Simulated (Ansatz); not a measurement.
Harmonic frequencies (cm⁻¹) at PBE0-D4/def2-TZVP from Ansatz: 36, 152, 160, 222, 222, 234, 458, 560, 584, 624, 763, 817, 1379, 3157, 3262.

(1) Which molecule is it?
A. `[CH3][Ga][OH]`•
B. `[CH2][Si](Cl)(Cl)Cl`•
C. `[BH]OC`•
D. `[CH3][GeH][OH]`•

Results:

(1) B.
